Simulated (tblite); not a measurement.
Compound: C5H15BN2S.
Numbering: `[CH3:1][S:2][BH2-:3][N@@H+:4]([CH3:5])[C@@H:6]1[CH2:7][C@H:8]1[NH2:9]` (hydrogens: H10, H11, H12 on C1; H13, H14 on B3; H15 on N4; H16, H17, H18 on C5; H19 on C6; H20, H21 on C7; H22 on C8; H23, H24 on N9)

Computed with GFN2-xTB (tblite), gas phase: L-BFGS steps from a force-field or distance-geometry start until the largest atomic force falls under 0.01 eV/Å.

The end geometry, which sets the zero of energy:
```
atom  x, y, z in Å
C1      2.6025    1.1613   -0.5745
S2      2.4288   -0.3426    0.4403
B3      1.1780   -1.3331   -0.5894
N4     -0.2651   -1.2541    0.2259
C5     -0.2231   -2.0099    1.4805
C6     -0.6836    0.1109    0.4757
C7     -2.1423    0.4368    0.6561
C8     -1.3885    0.9006   -0.5763
N9     -1.0191    2.2585   -0.8087
H10     3.0603    0.8937   -1.5227
H11     1.6301    1.6142   -0.7470
H12     3.2492    1.8433   -0.0312
H13     1.4612   -2.4833   -0.6200
H14     1.0012   -0.8229   -1.6427
H15    -0.9334   -1.6916   -0.4052
H16     0.5830   -1.6062    2.0918
H17    -1.1695   -1.9310    2.0188
H18    -0.0041   -3.0535    1.2698
H19     0.0395    0.6250    1.0982
H20    -2.8678   -0.3555    0.5430
H21    -2.4077    1.1644    1.4086
H22    -1.6215    0.3940   -1.5068
H23    -0.7397    2.7182    0.0504
H24    -1.7800    2.7826   -1.2264
```

**Question.** These geometries come from the run, each turned onto the end geometry. Order them by energy, lowest first.
A.
```
atom  x, y, z in Å
C1      3.1815    0.9722   -0.5446
S2      2.3190   -0.1105    0.6319
B3      1.1828   -1.1060   -0.5537
N4     -0.2932   -1.1459    0.1613
C5     -0.2708   -1.9865    1.3622
C6     -0.7880    0.1928    0.4343
C7     -2.2182    0.4035    0.8392
C8     -1.7285    0.8470   -0.5268
N9     -1.5553    2.2079   -0.9181
H10     3.7255    0.3637   -1.2627
H11     2.4647    1.6114   -1.0556
H12     3.8876    1.5754    0.0191
H13     1.5410   -2.2342   -0.6606
H14     1.0523   -0.5291   -1.5792
H15    -0.8892   -1.5820   -0.5398
H16     0.4939   -1.6005    2.0311
H17    -1.2328   -1.9869    1.8762
H18    -0.0024   -3.0017    1.0804
H19    -0.0217    0.7928    0.9091
H20    -2.8623   -0.4629    0.8987
H21    -2.4251    1.1562    1.5857
H22    -2.0591    0.2452   -1.3683
H23    -1.0689    2.7438   -0.2089
H24    -2.4445    2.6541   -1.1028
```
B.
```
atom  x, y, z in Å
C1      2.6186    1.1489   -0.5630
S2      2.4391   -0.3667    0.4324
B3      1.1653   -1.3246   -0.5983
N4     -0.2659   -1.2463    0.2343
C5     -0.2017   -2.0021    1.4881
C6     -0.6896    0.1165    0.4875
C7     -2.1549    0.4273    0.6396
C8     -1.3824    0.9029   -0.5759
N9     -1.0252    2.2662   -0.7962
H10     3.0107    0.8791   -1.5396
H11     1.6560    1.6413   -0.6705
H12     3.3219    1.7955   -0.0471
H13     1.4356   -2.4774   -0.6527
H14     0.9817   -0.7982   -1.6430
H15    -0.9436   -1.6855   -0.3856
H16     0.6378   -1.6203    2.0684
H17    -1.1253   -1.8963    2.0603
H18    -0.0209   -3.0518    1.2709
H19     0.0182    0.6310    1.1262
H20    -2.8687   -0.3735    0.5122
H21    -2.4420    1.1502    1.3883
H22    -1.5827    0.3935   -1.5121
H23    -0.8373    2.7468    0.0764
H24    -1.7563    2.7631   -1.2924
```
C.
```
atom  x, y, z in Å
C1      3.5046    0.7050   -0.0667
S2      2.5052   -0.6363    0.6523
B3      1.2303   -1.0197   -0.7298
N4     -0.2450   -0.9889   -0.0111
C5     -0.2322   -1.8061    1.2070
C6     -0.7918    0.3475    0.1693
C7     -1.9748    0.6323    1.0599
C8     -2.1150    0.6817   -0.4462
N9     -2.2724    1.8687   -1.2209
H10     3.8769    0.3941   -1.0395
H11     2.8996    1.6051   -0.1586
H12     4.3331    0.8697    0.6177
H13     1.3529   -2.1385   -1.1185
H14     1.2618   -0.1918   -1.5758
H15    -0.8284   -1.4613   -0.6956
H16     0.3255   -1.2798    1.9758
H17    -1.2377   -2.0251    1.5626
H18     0.2912   -2.7305    0.9828
H19    -0.0228    1.1079    0.1503
H20    -2.4442   -0.1714    1.6052
H21    -1.9628    1.5692    1.5975
H22    -2.6570   -0.1513   -0.8923
H23    -1.6069    2.5858   -0.9667
H24    -3.2015    2.2535   -1.1506
```
D.
```
atom  x, y, z in Å
C1      3.5546    0.6375    0.0389
S2      2.4604   -0.6868    0.6273
B3      1.1497   -0.8993   -0.7280
N4     -0.2623   -1.0004   -0.0397
C5     -0.1762   -1.7408    1.2261
C6     -0.7786    0.3502    0.0837
C7     -1.9503    0.6461    0.9868
C8     -2.1372    0.5384   -0.5127
N9     -2.4149    1.7717   -1.1925
H10     3.9102    0.3535   -0.9554
H11     2.9497    1.5481   -0.0340
H12     4.3813    0.7657    0.7592
H13     1.3706   -1.8672   -1.3464
H14     1.1356    0.0368   -1.4504
H15    -0.8602   -1.4968   -0.7096
H16     0.5902   -1.3204    1.8989
H17    -1.1236   -1.7103    1.7603
H18     0.0860   -2.7847    1.0280
H19    -0.0661    1.1473   -0.1438
H20    -2.3986   -0.1209    1.6070
H21    -1.9895    1.6705    1.3575
H22    -2.6582   -0.3750   -0.8453
H23    -1.5676    2.3510   -1.1841
H24    -3.2165    2.2056   -0.7236
```
E.
```
atom  x, y, z in Å
C1      3.0668    0.9837   -0.5877
S2      2.3556   -0.2271    0.5624
B3      1.1473   -1.1579   -0.5988
N4     -0.2900   -1.1782    0.1964
C5     -0.2107   -1.9511    1.4409
C6     -0.7911    0.1574    0.4593
C7     -2.2553    0.3687    0.7368
C8     -1.6263    0.8789   -0.5468
N9     -1.3838    2.2577   -0.8149
H10     3.6461    0.4572   -1.3412
H11     2.2730    1.5566   -1.0582
H12     3.7147    1.6364   -0.0119
H13     1.4577   -2.2949   -0.7447
H14     0.9868   -0.5445   -1.5988
H15    -0.9297   -1.6443   -0.4441
H16     0.5442   -1.4942    2.0795
H17    -1.1710   -1.9633    1.9599
H18     0.1042   -2.9674    1.2165
H19    -0.0632    0.7348    1.0190
H20    -2.9226   -0.4777    0.6663
H21    -2.5262    1.0784    1.5038
H22    -1.8843    0.3449   -1.4558
H23    -1.0308    2.7373    0.0052
H24    -2.2227    2.7282   -1.1349
```

**Answer.** B (0.003 eV), E (0.032 eV), A (0.059 eV), C (0.225 eV), D (0.718 eV).

In the order of the answer:

| step | E above end (eV) | largest force (eV/Å) | rms force component (eV/Å) | rms distance from end (Å) | rms bond change (Å) | bond most changed (Å) |
| --- | --- | --- | --- | --- | --- | --- |
| 172 | 0.003 | 0.03 | 0.007 | 0.048 | 0.000 | B3–N4 -0.002 |
| 128 | 0.032 | 0.04 | 0.015 | 0.325 | 0.005 | S2–B3 +0.018 |
| 88 | 0.059 | 0.14 | 0.041 | 0.433 | 0.006 | S2–B3 +0.021 |
| 33 | 0.225 | 0.25 | 0.059 | 0.929 | 0.006 | S2–B3 +0.020 |
| 1 | 0.718 | 1.22 | 0.337 | 1.026 | 0.020 | B3–N4 -0.085 |

The cost below is that of the whole relaxation. The run took 1.9 s of wall time on one thread, Arm Neoverse V1 (aarch64), shared host with 32 logical CPUs at a one-minute load of 26.
